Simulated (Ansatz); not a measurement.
Isolated molecules relaxed with PBE0-D4/def2-TZVP in Ansatz; ΔE leaves out vibrations. CCSD(T)/CBS adds triple-zeta CCSD(T) − MP2 to the extrapolated MP2 energy (def2 sets, frozen cores). This one scheme is used for every species. DFT in def2-TZVPP. For Zn outer-core shells are correlated without core-valence functions, which leaves a few kJ/mol of doubt a bond. Scalar relativity is left out up to krypton. Each species was taken in one conformer, which may not be the lowest.

Reaction (cleavage of the Al–Zn bond): `[NH2][Zn][AlH][F]` + `N=C=O` → `O=C=[N][AlH][F]` + `[NH2][ZnH]`

Problem. Is it downhill or uphill in electronic energy at CCSD(T)/CBS, and by how much? (An estimate is asked.)

Solution. The calculation gave: Downhill: ΔE = -26.8 kcal/mol.

Problem. What do these levels give: B97M-V, ωB97M-V, PBE0, CAM-B3LYP, HF/def2-SVP, CCSD/def2-SVP? (Estimate.)

Solution. Ansatz gave: B97M-V -28.5, ωB97M-V -27.2, PBE0 -24.3, CAM-B3LYP -28.1, HF/def2-SVP -32.4, CCSD/def2-SVP -29.4 kcal/mol.

Problem. What do rigid-rotor, harmonic-oscillator terms from PBE0-D4/def2-TZVP frequencies (298.15 K, 1 bar) make of the CCSD(T)/CBS value? (Estimate.)

Solution. Ansatz gave: ΔZPE = -0.9 kcal/mol, ΔH = -28.4 kcal/mol, ΔS = -12 J/(mol·K), ΔG = -27.5 kcal/mol. Modes under 50 cm⁻¹ make the entropy rough.

Largest T1 diagnostic among the species: 0.018.

Leaving LDA and LC-ωPBE aside and taking each functional with its dispersion term where it has one, the values, not all of them listed here, spread over 6.6 kcal/mol, from BHLYP-D4 to PBE-D4. LDA lies −1.5 kcal/mol from PBE without D4. In def2-TZVPP, CCSD(T) changes the Hartree–Fock value by +3.2 kcal/mol (the triples alone add +0.6 kcal/mol) and MP2 by +1.1 kcal/mol. From BLYP to BHLYP (50 % exact exchange), in def2-TZVPP and without D4, ΔE moves by −4.3 kcal/mol.
